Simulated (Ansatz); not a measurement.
Program: Ansatz. Geometries: PBE0-D4/def2-TZVP. ΔE: electronic, gas phase. CCSD(T)/CBS adds triple-zeta CCSD(T) − MP2 to the extrapolated MP2 energy (def2 sets, frozen cores). This one scheme is used for every species. DFT in def2-TZVPP. B3LYP here is the variant with VWN-RPA as its local correlation; programs differ in this. Each species was taken in one conformer, which may not be the lowest.

Consider the ligand exchange at the Si–S bond: `C[SiH2]S[SiH](C)Cl` + HCl → `C[SiH2]Cl` + `C[SiH](S)Cl`.

`C[SiH2]S[SiH](C)Cl`:

Cartesian coordinates in Å:
```
C 1.705 -0.815 1.953
Si 0.593 -1.362 0.566
S 1.109 -0.393 -1.285
Si -0.222 1.260 -1.243
C -1.997 0.787 -1.491
Cl -0.084 2.286 0.548
H 1.455 -1.353 2.872
H 1.592 0.255 2.132
H 2.750 -1.017 1.708
H -0.833 -1.083 0.880
H 0.749 -2.815 0.301
H 0.259 2.174 -2.304
H -2.627 1.680 -1.488
H -2.339 0.118 -0.700
H -2.111 0.278 -2.451
```

HCl:

```xyz
2

Cl    0.199   -0.461    0.396
H    -0.199    0.461   -0.396
```

`C[SiH2]Cl`:

Z-matrix (Å, degrees):
```
C
Si 1 1.857
H 1 1.092 2 110.8
H 1 1.094 2 110.0 3 119.8
H 1 1.092 2 110.8 3 -120.4
Cl 2 2.062 1 109.6 3 60.1
H 2 1.483 1 111.6 3 178.7
H 2 1.483 1 111.5 3 -58.5
```

`C[SiH](S)Cl`:

Z-matrix (Å, degrees):
```
C
Si 1 1.855
H 1 1.092 2 110.1
H 1 1.092 2 110.6 3 -120.1
H 1 1.092 2 110.2 3 120.3
S 2 2.127 1 112.6 3 58.6
Cl 2 2.062 1 107.8 3 -178.0
H 2 1.480 1 113.1 3 -59.4
H 6 1.344 2 94.4 1 51.7
```

(1) Is it downhill or uphill in electronic energy at CCSD(T)/CBS, and by how much? (Estimate.)

(2) What do these levels give: PBE0-D4, B2PLYP, r2SCAN, B3LYP, HF/def2-TZVPP, MP2/def2-TZVPP, SCS-MP2/def2-TZVPP, MP2/def2-QZVPP, SCS-MP2/def2-QZVPP, HF/CBS(def2), MP2/CBS(def2), CCSD/CBS(def2)? (Estimate.)

Largest T1 diagnostic among the species: 0.010.

Answers

(1) The calculation gave: Downhill: ΔE = -0.30 eV.

(2) Computed: PBE0-D4 -0.27, B2PLYP -0.40, r2SCAN -0.36, B3LYP -0.47, HF/def2-TZVPP -0.54, MP2/def2-TZVPP -0.28, SCS-MP2/def2-TZVPP -0.34, MP2/def2-QZVPP -0.28, SCS-MP2/def2-QZVPP -0.34, HF/CBS(def2) -0.55, MP2/CBS(def2) -0.27, CCSD/CBS(def2) -0.34 eV.

The D4 term adds +0.16 eV with B3LYP and +0.10 eV with PBE0; it sums over pairs of atoms, weighted by their polarisabilities, and B3LYP, whose exchange is more repulsive, gets the larger term. In def2-TZVPP, CCSD(T) changes the Hartree–Fock value by +0.24 eV (the triples alone add +0.04 eV) and MP2 by +0.26 eV.
